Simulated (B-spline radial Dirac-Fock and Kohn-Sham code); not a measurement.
**How core holes in Rb⁶⁺ decay**

System: the Rb⁶⁺ ion, 1s2 2s2 2p6 3s2 3p6 3d10 4s2 4p1.

Calculated with a B-spline atomic structure program, using a relativistic independent-particle model: LDA orbitals of the hole state, radiative multipoles to third order, Auger rates from the Coulomb interaction with a continuum orbital, Dirac-Fock energies.

Partial widths are in eV. Coster-Kronig decay leaves a hole in the same principal shell; its rates are the weakest part of the model, often 1.5 to 2.5 times too large and more for N holes. Holes without an open Auger channel, or with an unreliable SCF state, are not listed.

```csv
hole,radiative,Auger,Coster-Kronig,total,fluorescence yield,lifetime (fs)
K (1s),1.93,0.948,0,2.87,0.670,0.229
L1 (2s),0.0196,0.811,4.20,5.03,0.00390,0.131
L2 (2p1/2),0.0311,1.15,0,1.18,0.0263,0.558
L3 (2p3/2),0.0303,1.22,0,1.25,0.0243,0.527
M1 (3s),0.000143,0.0401,1.01,1.05,0.000136,0.629
M2 (3p1/2),0.000372,0.00987,0.939,0.949,0.000391,0.693
M3 (3p3/2),0.000335,0.00952,0.417,0.427,0.000784,1.54
```
